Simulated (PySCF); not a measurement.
From one molecule to another.

First species: C₄H₇F₃OSi₂.
Z-matrix (Å and degrees, GFN2-xTB geometry), rows numbered from 1:
```
O 
C   1  1.2047
C   2  1.4603  1  123.71
Si  3  1.9002  2  114.78  1    -9.19
C   3  1.3354  2  118.26  1   168.33
C   5  1.4830  3  124.96  2  -178.14
F   6  1.3729  5  111.72  3    39.66
F   6  1.3754  5  109.77  3   154.65
Si  6  1.9549  5  113.47  3   -84.20
F   9  1.6059  6  104.93  5    12.32
H   2  1.1094  1  121.00  3   178.94
H   4  1.4691  3  106.96  2  -146.88
H   4  1.4571  3  108.16  2   -29.23
H   4  1.4604  3  107.80  2    93.14
H   5  1.0854  3  121.71  2     3.03
H   9  1.4474  6  109.21  5   127.78
H   9  1.4508  6  107.96  5  -100.74
```

Second species: C₄H₅P.
SMILES: `P#CCC=C`

Levels: PBE0/pcSseg-1 for dipole moment, HOMO energy, LUMO energy and HOMO–LUMO gap; GFN2-xTB for rotational constant A and rotational constant C. Geometries: GFN2-xTB. Each structure is a single optimised conformer of the isolated species, non-relativistic unless stated; the electronic structure was computed with PySCF and density fitting.

The conformers computed, where there is a choice (atom-mapped SMILES and torsion angles):
- `[O:1]=[CH:2]/[C:3]([SiH3:4])=[CH:5]/[C:6]([F:7])([F:8])[SiH2:9][F:10]`: O1–C2–C3–Si4 -9°, C3–C5–C6–F7 40°, C5–C6–Si9–F10 12°
- `[CH2:1]=[CH:2][CH2:3][C:4]#[P:5]`: C1–C2–C3–C4 117°

**Question.** Which of the two has the higher HOMO–LUMO gap, and by how much?

**Answer.** The second: 6.33 eV against 5.31 eV, a difference of 1.02 eV.

**Question.** Which has the higher rotational constant C?

**Answer.** The second: 1.639 GHz against 0.580 GHz, a difference of 1.059 GHz.

**Question.** Which has the higher HOMO energy?

**Answer.** The second: -7.46 eV against -7.82 eV, a difference of 0.36 eV.

**Question.** Which of the two has the higher rotational constant A, and by how much?

**Answer.** The second: 14.796 GHz against 1.369 GHz, a difference of 13.427 GHz.

**Question.** Which has the higher LUMO energy?

**Answer.** The second: -1.13 eV against -2.51 eV, a difference of 1.38 eV.

**Question.** Which of the two has the higher dipole moment, and by how much?

**Answer.** The first: 3.25 D against 1.48 D, a difference of 1.77 D.

On the first: In atomic units the dipole is 1.28 e·bohr (1 au = 2.5417 D).

On the second: A dipole of 1.48 D is allowed in C1, and pure rotational transitions are dipole-allowed. The dipole equals about 4.9 × 10⁻³⁰ C·m (1 D = 3.33564 × 10⁻³⁰ C·m).
